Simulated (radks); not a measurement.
Values are calculated unless marked as measured or tabulated.
These are the eigenvalues of the occupied orbitals of an atom or ion with whole-number occupations (eV). Code: a radial shooting solver on a logarithmic mesh with Libxc functionals. Model: Dirac Kohn-Sham, exchange-only PBE, spin-unpolarised, spherical densities, finite nucleus; Fermi nuclear charge, rms radius of each element as measured or else 0.836 A^(1/3) + 0.57 fm.

1s1/2: -47030.80
2s1/2: -9314.008
2p1/2: -8943.138
2p3/2: -8376.532
3s1/2: -3349.214
3p1/2: -3201.502
3p3/2: -3070.212
3d3/2: -2836.552

Which element is it, and in what charge state? The configuration may be excited. Open shells, if any, fill j = l - 1/2 first.

Answer. Z = 61, promethium, charge +39: Pm39+ in [Ar] 3d4. The list shows which subshells hold electrons but not how many an open one holds; the 1s level, -1728.4 hartree, gives Z - s = 58.8 by -(Z - s)^2/2, which with screening and relativity narrows Z to a few neighbours, and the depths of the outer levels then fix element, charge and occupations together.
